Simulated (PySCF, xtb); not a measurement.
O3Te, SMILES O=[Te+2]([O-])[O-].

GFN2-xTB run with xtb 6.7.1 at its own geometry gives an orbital gap of 4.41 eV and a dipole moment of 0.00 D.

The structure is a stationary point at PBE-D3(BJ)/def2-SVP. The def2 effective core potentials stand for the cores of Te; spin–orbit coupling is left out.

**Question.** What does PBE/def2-TZVPD (PySCF) give? (Estimate from the structure and the level; the computed values follow.)

**Answer.** gap 2.16 eV (levels -8.21 and -6.06 eV), dipole 0.00 D.
